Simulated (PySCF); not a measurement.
# Adding and removing an electron: PbBr

UHF-CCSD(T); basis Pb def2-SVP with ECP60, Br def2-SVP; scalar-relativistic core potentials; PySCF 2.14. Neutral (UHF): doublet (π ↑), Re = 2.652 Å, ωe = 213 cm⁻¹, De = 2.94 eV.

PbBr⁺ (RHF): singlet (closed shell), Re = 2.534 Å, ωe = 257 cm⁻¹. The energies at the minima are -2764.30775 hartree for PbBr and -2764.06686 for PbBr⁺.

(1) Work out the adiabatic ionisation energy, without and with harmonic zero-point energies (1 hartree = 27.2114 eV, 1 eV = 8065.5 cm⁻¹), and the change of the bond length.

Correlated steps freeze 13 core orbitals. Correlated levels converge slowly with the basis: in double zeta they bind strong bonds too weakly, by up to about 1 eV, and carry superposition errors of some tenths. Spin–orbit coupling is left out, which matters for elements this heavy, above all for dissociation energies. States were picked by a PBE0 search and need not be the measured ground states.

Neutral and ion stand on different kinds of reference determinant, which adds to the error of the difference.

Answers

(1) At CCSD(T): 0.24089 hartree = 6.555 eV between the minima; the zero-point term (257.0 − 213.0)/2 cm⁻¹ = +0.003 eV makes it 6.558 eV. Re changes by -11.8 pm against the neutral. The electron leaves a π orbital, and the shorter bond of the ion fits an antibonding orbital, or a change in how ionic the bond is.
